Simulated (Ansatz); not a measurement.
Pulling on the Si1–H3 bond in BrH3Si (SMILES [SiH3]Br) (multiplicity 1 held, fragments rigid). Energies count from the point at 1.476 Å.
Geometry at that point (charge 0, multiplicity 1):
```xyz
5

Si    -1.477     0.045     0.018
Br     0.757    -0.023    -0.009
H     -1.903     1.423    -0.294
H     -1.937    -0.349     1.364
H     -1.982    -0.897    -0.999
```

Signs of static correlation in def2-SVP, with CASSCF(2,2), from Ansatz (a quantum-chemistry and plane-wave program) runs.

| R (Å) | T1 of restricted CCSD | ⟨S²⟩ of UHF | largest double amplitude of restricted CCSD | weight of the CASSCF reference in MRCISD | CASSCF natural occupations |
|---|---|---|---|---|---|
| 1.180 | 0.009 | 0.000 | 0.038 | 0.907 | 1.99 0.01 |
| 1.328 | 0.009 | 0.000 | 0.039 | 0.907 | 1.99 0.01 |
| 1.476 | 0.009 | 0.000 | 0.040 | 0.907 | 1.98 0.02 |
| 1.623 | 0.009 | 0.000 | 0.037 | 0.907 | 1.97 0.03 |
| 1.771 | 0.009 | 0.000 | 0.048 | 0.907 | 1.96 0.04 |
| 1.992 | 0.011 | 0.000 | 0.080 | 0.907 | 1.93 0.07 |
| 2.213 | 0.013 | (withheld) | 0.149 | 0.907 | 1.89 0.11 |
| 2.582 | 0.021 | 0.700 | 0.274 | 0.907 | 1.77 0.23 |
| 2.951 | (withheld) | 0.889 | 0.412 | 0.907 | 1.60 0.40 |
| 3.394 | 0.045 | 0.968 | 0.580 | 0.906 | 1.38 0.62 |
| 3.984 | 0.058 | 0.996 | 0.760 | 0.906 | 1.18 0.82 |
| 4.722 | 0.063 | 1.003 | 0.882 | 0.906 | 1.06 0.94 |

### Question
Some entries are withheld; supply them.

### Answer

- 2.213, ⟨S²⟩ of UHF: 0.192
- 2.951, T1 of restricted CCSD: 0.031

Doubts at one or more of the structures used: a restricted determinant that unrestricted orbitals would lower (R-CCSD(T)/def2-SVP); other coupled-cluster roots lie near (R-CCSD(T)/def2-SVP); T1 above 0.05 (R-CCSD(T)/def2-SVP, U-CCSD(T)/def2-SVP); a spin-contaminated determinant (U-CCSD(T)/def2-SVP).
